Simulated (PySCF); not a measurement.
## How methods differ on the interval between two levels of In⁺

In⁺ [Kr] 4d10 5s2 → In⁺ [Kr] 4d9 5s2 6s1 [3D3, M_J = 3], as a difference of total energies. All numbers are calculated (PySCF 2.14, the two-component X2C-1e Hamiltonian, in x2c-SVPall-2c with one added diffuse shell each of s, p type (7s9p4d, 54 functions)). Correlated levels: [Ar] 3d10 frozen; the 6 highest virtual spinors dropped. "Screened" scales the spin-orbit matrix elements by Boettger's factors to mimic the two-electron term; Breit and QED terms are absent.

```
                    method  interval between two levels (cm⁻¹)
           GHF (spin-free)                              210110
          GMP2 (spin-free)                              210600
 GHF (screened spin-orbit)                              207300
GMP2 (screened spin-orbit)                              207770
```

The labels give the starting determinants; with spin-orbit coupling the two ends relaxed to ⟨J²⟩ = 0.00, ⟨L²⟩ = 0.01, ⟨S²⟩ = 0.01 and ⟨J²⟩ = 12.00, ⟨L²⟩ = 6.02, ⟨S²⟩ = 2.01.

The promoted electron is Rydberg-like, and one or two diffuse shells describe it only roughly, which tends to raise the upper state.
